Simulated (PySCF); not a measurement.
# As₂⁺: one state, many levels of theory

State: ²Πu (doublet), unpaired electrons π ↑. Set-up: PySCF, no relativity, basis sets As def2-TZVPPD. De refers to As⁺ + As in their high-spin ground configurations, without counterpoise correction. The functionals are run spin-unrestricted.

| Level | Re (Å) | ωe (cm⁻¹) | De (eV) |
| --- | --- | --- | --- |
| UHF | 2.147 | 456 | 1.46 |
| UHF-MP2 | 2.211 | 369 | 3.88 |
| UHF-SCS-MP2 | 2.208 | 375 | 3.83 |
| PBE | 2.221 | 375 | 4.62 |
| PW91 | 2.220 | 375 | 4.67 |
| BLYP | 2.241 | 360 | 4.65 |
| TPSS | 2.209 | 382 | 4.45 |
| r²SCAN | 2.194 | 396 | 4.36 |
| PBE0 | 2.185 | 407 | 4.13 |
| MN15 | 2.166 | 416 | 3.86 |
| BHandHLYP | 2.170 | 422 | 3.75 |
| ωB97X-V | 2.156 | 437 | 4.19 |

**Question.** What does the step from GGA to meta-GGA do here, going from PBE to r²SCAN?

**Answer.** r²SCAN less PBE: -2.7 pm in Re, +5.6 % in ωe, -0.26 eV in De. 

Correlated steps freeze 18 core orbitals. Spin–orbit coupling is left out. The state was picked by a PBE0 search and need not be the measured ground state.

The whole job (state search and all levels along the bond) took about 11 min on 2 threads of Arm Neoverse V2 (shared host), peak memory 5 GiB.
